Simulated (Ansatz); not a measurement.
Mulliken charges of CH$_{5}$BClNO (`NB(Cl)CO`) from PBE/def2-TZVPP in Ansatz (PBE0-D4/def2-TZVP geometry).

```csv
atom,x (Å),y (Å),z (Å),charge (e)
N1,-1.481,0.770,0.264,-0.234
B2,-0.131,0.458,0.273,0.101
Cl3,0.978,1.531,1.166,-0.204
C4,0.485,-0.765,-0.509,-0.028
O5,1.725,-1.244,-0.030,-0.322
H6,-1.860,1.585,0.714,0.178
H7,-2.164,0.197,-0.201,0.174
H8,-0.217,-1.607,-0.495,0.067
H9,0.570,-0.469,-1.570,0.084
H10,2.180,-0.509,0.392,0.183
```

Question: By hand: the dipole of these point charges (1 e Å = 4.8032 D).

Answer: Σ q r = (-0.711, 0.052, -0.249) e Å, of length 0.755 e Å = 3.63 D.

Question: How does the dipole of the full density compare? (Best estimate.)

Answer: Ansatz gave: (-0.637, 0.236, -0.097) e Å, 3.30 D; the point charges give 1.10 times that, at 19° from its direction.

Point charges leave out the atoms' own dipoles, such as those of lone pairs, and Mulliken's split depends on the basis, so the two needn't agree.
